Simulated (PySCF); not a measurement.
## Bonding in `O=CCC(=O)[SiH2]CCl`

C₄H₇ClO₂Si.
SMILES with atom numbers: `[O:1]=[CH:2][CH2:3][C:4](=[O:5])[SiH2:6][CH2:7][Cl:8]` (hydrogens: H9 on C2; H10, H11 on C3; H12, H13 on Si6; H14, H15 on C7)

Geometry (GFN2-xTB, Å), atoms numbered from 1 in this order:
```
atom  x, y, z in Å
O1    -1.560    1.599   -0.368
C2    -2.259    0.667   -0.055
C3    -1.718   -0.612    0.465
C4    -0.364   -0.844   -0.211
O5    -0.080   -1.914   -0.677
Si6    0.772    0.717   -0.282
C7     2.501   -0.109   -0.184
Cl8    2.670   -0.796    1.456
H9    -3.353    0.722   -0.183
H10   -1.494   -0.496    1.528
H11   -2.408   -1.447    0.334
H12    0.652    1.509    0.936
H13    0.682    1.360   -1.588
H14    2.628   -0.936   -0.878
H15    3.326    0.586   -0.315
```

Bond orders from the PBE0/pcSseg-1 density (PySCF). Geometry: GFN2-xTB, one conformer, isolated molecule.

Task: Where do the orders between heavy atoms depart from those drawn in the SMILES?

Result: The largest departure is 0.234, at C4–Si6 (drawn single, 0.766). Drawn single, order below 0.88: C4–Si6 (0.766) and Si6–C7 (0.809).

Task: Set the Mayer orders of the bonds between heavy atoms beside their lengths.

Result: 
```tsv
bond	drawn as	length (Å)	Mayer order
O1–C2	double	1.206	1.888
C2–C3	single	1.483	0.999
C3–C4	single	1.531	0.916
C4–O5	double	1.201	1.989
C4–Si6	single	1.932	0.766
Si6–C7	single	1.919	0.809
C7–Cl8	single	1.786	0.944
```

By pair of heavy elements: C–O: lowest O1–C2 (1.888, 1.206 Å), highest C4–O5 (1.989, 1.201 Å). C–C: lowest C3–C4 (0.916, 1.531 Å), highest C2–C3 (0.999, 1.483 Å). C–Si: lowest C4–Si6 (0.766, 1.932 Å), highest Si6–C7 (0.809, 1.919 Å).

Task: And the bonds to hydrogen?

Result: C–H: 0.90 to 0.95 (5 bonds); H–Si: 0.94 to 0.96 (2 bonds).

Task: Sum the orders of all bonds at each heavy atom with more than one neighbour and set the sums beside the valence in the SMILES.

Result: C2 3.830 (drawn 4), C3 3.741 (drawn 4), C4 3.671 (drawn 4), Si6 3.475 (drawn 4), C7 3.633 (drawn 4). Orders between atoms that aren't bonded are not in these sums.

Mayer orders depend on the basis set.

The run behind these numbers computed NMR shieldings as well. The run took 55 s (grids of density and orbitals included) on an Arm Neoverse V1 with one thread, no GPU, shared host, and the process peaked at 0.97 GiB of memory.
